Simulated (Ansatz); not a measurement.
Input for Ansatz (a first-principles code): R-B2PLYP/def2-TZVPP on H4Sn2 (SMILES [SnH2]=[SnH2]). Elements past Kr take the def2 small-core potentials; no spin–orbit coupling.

Ansatz 0.2 input:
```yaml
crystal:
  periodic: [false, false, false]
  atoms:
    - {symbol: Sn, position_ang: [-1.35865744, 0.00000000, 0.08357836]}
    - {symbol: Sn, position_ang: [1.35865744, -0.00000000, -0.08357836]}
    - {symbol: H, position_ang: [-2.09294559, -1.35068097, -0.72263698]}
    - {symbol: H, position_ang: [-2.09294559, 1.35068097, -0.72263698]}
    - {symbol: H, position_ang: [2.09294559, -1.35068097, 0.72263698]}
    - {symbol: H, position_ang: [2.09294559, 1.35068097, 0.72263698]}
basis:
  gaussian:
    orbitals: def2-TZVPP
hamiltonian:
  xc: {name: B2PLYP}
magnetization: {spin_polarized: false}
correlation: {electrons: outside_noble_gas}
scf: {lower_state_search: off}
```

Program output:

```
WARN ansatz: RAYON_NUM_THREADS=4 ignored (pool sized by the plan → 4); use --threads N
Functional definition: B2PLYP
these checks for a lower state are left out or cut short: stability, starts, cluster_reference, orbital_swaps, neighbouring_geometries, increment
integrals: 0.17 GiB planned
1248 factors; integrals over basis functions are off by at most 5.7e-4 eV
mean field: 0.76 GiB planned
mean field evaluation 1: about -11709.2452 eV, gradient 1.0e1 eV
mean field evaluation 2: about -11709.2896 eV, gradient 1.0e1 eV
mean field evaluation 4: about -11709.6184 eV, gradient 1.2e0 eV
mean field evaluation 8: about -11709.6217 eV, gradient 2.2e-2 eV
mean field evaluation 16: about -11709.6217 eV, gradient 1.2e-5 eV
mean field -11709.62174322 eV, -430.3206619966 hartree, gradient 1.2e-6 eV, S^2 0.000000; 0 other end points of the search recorded, 0 dependent functions left out
18 core orbitals not correlated
reference -11709.62192306 eV, -430.3206686056 hartree; 6, 6 occupied and 132, 132 virtual orbitals, 1248 factors
second order -7.29279109 eV of doubles, -0.00000000 eV of singles
Total energy: -11711.59097665 eV, -430.3930299905 hartree
Checks for a lower state left out: stability, starts, cluster_reference, orbital_swaps, neighbouring_geometries, increment
```

The calculation finished and met its thresholds.

Cost: around 6 core-seconds (rough).
